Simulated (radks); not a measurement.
Ionisation ladder of zinc, from Zn I to Zn XXII. Each ion is in the ground configuration listed by NIST, and IE = E(next ion) - E(this ion). All-electron calculation, scalar-relativistic Kohn-Sham, BLYP, spin-polarised, spherical densities, finite nucleus; open shells are filled with parallel spins first; Fermi nuclear charge, rms radius 3.9283 fm. Program: a radial shooting solver on a logarithmic mesh with Libxc functionals.

species,configuration,E (hartree),"IE, Delta-SCF (eV)",<r> HOMO (bohr),"IE, NIST (eV)",kind,error (eV)
Zn I,[Ar] 3d10 4s2,-1796.38460,9.712,2.65,9.394,exp.,+0.318
Zn II,[Ar] 3d10 4s1,-1796.02770,18.884,2.38,17.964,exp.,+0.920
Zn III,[Ar] 3d10,-1795.33371,40.253,0.882,39.723,exp.,+0.530
Zn IV,[Ar] 3d9,-1793.85443,60.802,0.825,59.57,exp.,+1.229
Zn V,[Ar] 3d8,-1791.62000,83.759,0.780,83,semi-emp.,+1.159
Zn VI,[Ar] 3d7,-1788.54192,108.82,0.742,108,semi-emp.,+0.8
Zn VII,[Ar] 3d6,-1784.54288,135.76,0.711,134,semi-emp.,+1.9
Zn VIII,[Ar] 3d5,-1779.55375,173.33,0.669,174,semi-emp.,-0.6
Zn IX,[Ar] 3d4,-1773.18402,205.10,0.645,203,semi-emp.,+2.1
Zn X,[Ar] 3d3,-1765.64663,238.49,0.624,238,theory,+0.5
Zn XI,[Ar] 3d2,-1756.88234,273.38,0.605,274.4,semi-emp.,-1.0
Zn XII,[Ar] 3d1,-1746.83571,309.67,0.587,311,semi-emp.,-1.1
Zn XIII,[Ar],-1735.45541,418.91,0.605,418,semi-emp.,+1.3
Zn XIV,[Ne] 3s2 3p5,-1720.06060,454.46,0.596,453.4,semi-emp.,+1.1
Zn XV,[Ne] 3s2 3p4,-1703.35957,490.15,0.587,491,semi-emp.,-0.4
Zn XVI,[Ne] 3s2 3p3,-1685.34687,538.09,0.576,540,semi-emp.,-1.9
Zn XVII,[Ne] 3s2 3p2,-1665.57246,576.59,0.568,578,semi-emp.,-1.2
Zn XVIII,[Ne] 3s2 3p1,-1644.38315,614.93,0.560,613,semi-emp.,+1.6
Zn XIX,[Ne] 3s2,-1621.78491,697.16,0.563,698,semi-emp.,-0.3
Zn XX,[Ne] 3s1,-1596.16472,740.59,0.556,737.37,semi-emp.,+3.2
Zn XXI,[Ne],-1568.94838,1854.5,0.194,1847,semi-emp.,+7.7
Zn XXII,[He] 2s2 2p5,-1500.79644,1967.0,0.191,1961,semi-emp.,+6.0

Reference values: NIST Atomic Spectra Database (exp. = measured, semi-emp. = semi-empirical, theory = theoretical value adopted there). Errors are taken from the NIST values before rounding. The ionisation energy per charge of the ion left behind rises most, in proportion, at Zn XXI ([Ne]), from 37.030 to 88.310 eV. Against the entries that are not theoretical the mean signed error is +0.8 % and the largest +5.1 %. Open shells are spherical and high-spin; term and fine-structure splittings are not resolved.
